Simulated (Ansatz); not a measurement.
Si₂O₂⁺. The state is a doublet with charge 1. Geometry PBE0-D4/def2-TZVP; atoms count from 1.

```xyz
4

Si   -1.9769    0.2533    0.9113
Si    1.0606    0.3304   -0.3264
O    -0.5279    0.4142    0.3642
O     1.4442   -0.9979   -0.9491
```

Another isomer (doublet) lies 1.28 eV lower at PBE0-D4/def2-TZVP; other spin states weren't run for this one.

(1) Estimate the Mulliken populations from the PBE0/def2-TZVP orbitals of Ansatz.

(2) Where does the spin sit?

(3) And the Mayer bond orders between bonded heavy atoms (over 0.3)?

## Answers

(1) 
| atom | charge (e) | spin (α − β) |
| --- | --- | --- |
| Si1 | 0.87 | 0.03 |
| Si2 | 0.68 | 0.64 |
| O3 | -0.24 | 0.04 |
| O4 | -0.31 | 0.30 |
Mulliken values and Mayer orders depend strongly on the basis.

(2) Summed by element: Si 0.66, O 0.34, of 1 unpaired in all. Largest on single atoms: Si2 0.64, O4 0.30, O3 0.04.

(3) Si1–O3 1.66 (1.56 Å); Si2–O3 0.83 (1.73 Å); Si2–O4 2.28 (1.52 Å).
